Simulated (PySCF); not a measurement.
PySCF job for Al(OH)2(SH) (AlH₃O₂S), SMILES [OH][Al]([OH])[SH], PBE0/pcJ-1. Coordinates come from a PBE0-D3(BJ)/def2-SVP optimisation. The values are those of a single conformer.

```python
import numpy as np
from pyscf import gto, scf, dft
from pyscf.prop.ssc import rks as ssc

mol = gto.M(
    atom='''
    Al   -0.00547020    0.44341058   -0.00000000
    O    -1.37908138    1.43632727    0.00000000
    H    -2.29598896    1.16102879   -0.00000000
    O     1.54460734    1.12820845   -0.00000000
    H     1.72239392    2.06996759    0.00000001
    S    -0.11923673   -1.72937897    0.00000000
    H     1.22828782   -1.84155610    0.00000000
    ''',
    basis='pcJ-1',
    charge=0,
    spin=0,
    max_memory=1600,
    verbose=3,
)
mf = dft.RKS(mol, xc='pbe0')
mf.grids.level = 3
mf.conv_tol = 1e-10
mf.max_cycle = 100
mf.kernel()
j = ssc.SSC(mf)
j.with_fcsd = True
j.max_cycle_cphf = 80
j.conv_tol = 1e-7
e11 = j.kernel()
```

It prints:

```
converged SCF energy = -788.387267159668
Reduced spin-spin coupling constant K (Hz)
               #0        #1        #2        #3        #4
        0 Al   0.00000
        1 O   13.11277   0.00000
        2 H    1.40655  22.26935   0.00000
        3 O    8.56247  -3.15853   0.04853   0.00000
        4 H    0.41261  -0.22501  -0.01974  21.49278   0.00000
        5 S  -25.19593  -6.41164  -0.29358  -7.41052  -0.11767
        6 H   -1.42985  -0.07256  -0.02597   0.28390   0.01846
               #5        #6
        5 S    0.00000
        6 H    8.20319   0.00000
Spin-spin coupling constant J (Hz)
               #0        #1        #2        #3        #4
        0 Al   0.00000
        1 O  -14.46862   0.00000
        2 H   11.44391 -94.22727   0.00000
        3 O   -9.44782  -1.81246  -0.20536   0.00000
        4 H    3.35703   0.95208  -0.61595 -90.94139   0.00000
        5 S  -15.75235   2.08466  -0.70386   2.40943  -0.28211
        6 H  -11.63349   0.30703  -0.81029  -1.20126   0.57597
               #5        #6
        5 S    0.00000
        6 H   19.66681   0.00000
```

Self-consistency was reached.

Cost: about 90 core-seconds (a rough figure).
